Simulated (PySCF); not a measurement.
All numbers come from PBE0/[O def2-SVP, I def2-SVP with ECP28], scalar-relativistic core potentials, density fitting, no spin–orbit coupling, PySCF.

```xyz
3
charge 0 multiplicity 1, angstrom
O    -0.0945    0.9758    0.0000
I     0.0060   -0.0616    1.7337
I     0.0060   -0.0616   -1.7337
```

OI₂ (singlet), along the line from O1 (at 0) through I2 (at 2.023 Å). Core electrons replaced by a potential are absent, the electrostatic potential uses the reduced nuclear charge, and values within about 0.7 Å of such atoms have no physical meaning.

Question: Tabulate the fields along this line at -0.61, -0.51, -0.40, -0.30, -0.20, -0.10, 0.10, 0.20, 0.30, 0.40, 0.51, 0.61, 0.71, 0.81, 0.91, 1.01, 1.11, 1.21, 1.31, 2.73, 2.83, 2.93, 3.03, 3.14, 3.24 Å.

Answer: 
| distance (Å) | electron density (e/Å³) | electron localisation function | electrostatic potential (V) |
| --- | --- | --- | --- |
| -0.61 | 1.63 | 0.766 | 18 |
| -0.51 | 2.58 | 0.764 | 32.9 |
| -0.40 | 3.96 | 0.657 | 61.6 |
| -0.30 | 5.67 | 0.296 | 120 |
| -0.20 | 10.9 | 0.0875 | 254 |
| -0.10 | 106 | 0.959 | 711 |
| 0.10 | 107 | 0.967 | 712 |
| 0.20 | 10.5 | 0.0835 | 257 |
| 0.30 | 5.22 | 0.232 | 124 |
| 0.40 | 3.78 | 0.6 | 65.5 |
| 0.51 | 2.63 | 0.747 | 37.3 |
| 0.61 | 1.83 | 0.778 | 23.3 |
| 0.71 | 1.3 | 0.756 | 17.1 |
| 0.81 | 0.97 | 0.666 | 15.6 |
| 0.91 | 0.798 | 0.506 | 17.4 |
| 1.01 | 0.754 | 0.336 | 22 |
| 1.11 | 0.844 | 0.21 | 29.8 |
| 1.21 | 1.17 | 0.164 | 41.6 |
| 1.31 | 2.09 | 0.231 | 59.6 |
| 2.73 | 2.17 | 0.287 | 58.4 |
| 2.83 | 1.17 | 0.246 | 40.5 |
| 2.93 | 0.728 | 0.294 | 28.8 |
| 3.03 | 0.488 | 0.366 | 20.9 |
| 3.14 | 0.334 | 0.403 | 15.4 |
| 3.24 | 0.228 | 0.396 | 11.6 |

On a grid of 0.10 Å the density has a local minimum along the bond near 1.01 Å from O, at 0.75 e/Å³, where the ELF is 0.34.
